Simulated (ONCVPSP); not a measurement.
niobium: ONCV pseudisation with PBE, fully relativistic reference atom.

* Element: Nb (Z = 41)
* Generator: ONCVPSP 4.0.1
* Type: optimised norm-conserving Vanderbilt (ONCV)
* Functional: PBE
* Relativity: fully relativistic
* Frozen core: [Kr]
* Valence charge: 5
* Reference configuration: 4d4 5s1
* Partial waves: 5s: rc 2.25 bohr, ncon 4, nbas 7, qcut 2.4 1/bohr, local; p scattering state at 0.15 Ha: rc 2.55 bohr, ncon 4, nbas 7, qcut 2.8 1/bohr, 2 projectors, debl 3 Ha; 4d: rc 2.40 bohr, ncon 3, nbas 8, qcut 5.6 1/bohr, 2 projectors, debl 0.4 Ha
* Local potential: the s channel
* Core correction: polynomial model core, fcfact 0.45

Open shells are filled in proportion to 2j + 1.

**Question.** Is a potential produced?

**Answer.** No. ONCVPSP 4.0.1 stopped with "optimize: ERROR ps0norm > uunorm, code will stop": the continuity conditions at rc already need more norm inside rc than the all-electron wave has, so norm conservation cannot be met. It happened in the s channel.
